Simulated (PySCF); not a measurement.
C5H5Cl, SMILES C(=C)=C/C=C/Cl. Atoms are numbered in the order given.

```xyz
11

C     -0.9168    -3.0831     0.0000
C      0.0668    -2.2243     0.0000
C      1.0549    -1.3526     0.0000
C      0.9292     0.1064     0.0000
C     -0.2306     0.7754     0.0000
Cl    -0.3215     2.4931     0.0000
H     -1.3452    -3.4599     0.9363
H     -1.3452    -3.4599    -0.9363
H      2.0771    -1.7497     0.0000
H      1.8621     0.6766     0.0000
H     -1.2048     0.2794     0.0000
```
Charge 0, spin multiplicity 1.

Geometry optimised at PBE0-D3(BJ)/def2-SVP. The structure was generated by enumeration; whether it is a known compound was not checked. Other conformers were not sampled.

These are PBE/def2-TZVP (PySCF) values and carry that method's errors.

Symmetry labels are those of the subgroup Cs that the program uses (full group Cs).

Computed valence orbital energies around the gap with their symmetry:
| orbital | symmetry | energy (eV) |
|---|---|---|
| HOMO−7 | A" | -11.04 |
| HOMO−6 | A' | -10.30 |
| HOMO−5 | A' | -9.53 |
| HOMO−4 | A" | -9.14 |
| HOMO−3 | A" | -7.67 |
| HOMO−2 | A' | -7.52 |
| HOMO−1 | A' | -6.80 |
| HOMO | A" | -5.53 |
| LUMO | A" | -2.13 |
| LUMO+1 | A' | -1.05 |
| LUMO+2 | A' | 0.00 |
| LUMO+3 | A" | 0.62 |
